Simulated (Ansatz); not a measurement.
C₂H₆AlB (`B[C](=C)[AlH2]`), 10 atoms. The species carries charge 0 and has multiplicity 1. All runs use 2 threads of an Arm Neoverse V1 on a shared host. Correlated methods freeze the cores.

**Question.** How many basis functions does each run have, and how long does it take in Ansatz? RKS PBE0-D4/def2-QZVPP energy; RHF-CCSD(T)/def2-SVP energy; RHF-MP2/def2-QZVPP energy; direct RPA on PBE orbitals/def2-TZVPP energy; RKS BLYP-D4/def2-TZVPP energy; RKS r2SCAN0-D4/def2-TZVPP energy; RKS PBE0-D4/def2-TZVP relaxation (8 steps); RKS PBE0-D4/def2-TZVP frequencies; RKS ωB97M-V/def2-QZVPP energy; RKS ωB97M-V/def2-SVP energy; RHF-CCSD(T)/def2-TZVPP energy; RKS SPW92 (LDA)/def2-TZVPP energy. (Estimate.)

**Answer.** Ansatz gave: Other jobs shared the machine, so times are rough.

| level | job | functions | wall time | peak host memory (GiB) |
| --- | --- | --- | --- | --- |
| RKS SPW92 (LDA)/def2-TZVPP | energy | 219 | 1.8 s | 0.23 |
| RKS BLYP-D4/def2-TZVPP | energy | 219 | 3.1 s | 0.24 |
| RHF-CCSD(T)/def2-SVP | energy | 90 | 3.2 s | 0.3 |
| RKS ωB97M-V/def2-SVP | energy | 90 | 6 s | 0.25 |
| direct RPA on PBE orbitals/def2-TZVPP | energy | 219 | 6.5 s | 0.44 |
| RKS r2SCAN0-D4/def2-TZVPP | energy | 219 | 7.5 s | 0.43 |
| RKS PBE0-D4/def2-QZVPP | energy | 421 | 12 s | 1.1 |
| RKS ωB97M-V/def2-QZVPP | energy | 421 | 25 s | 1.4 |
| RHF-MP2/def2-QZVPP | energy | 421 | 27 s | 2.1 |
| RKS PBE0-D4/def2-TZVP | relaxation (8 steps) | 166 | 37 s | 0.36 |
| RHF-CCSD(T)/def2-TZVPP | energy | 219 | 82 s | 3.2 |
| RKS PBE0-D4/def2-TZVP | frequencies | 166 | 2.8 min | 0.36 |
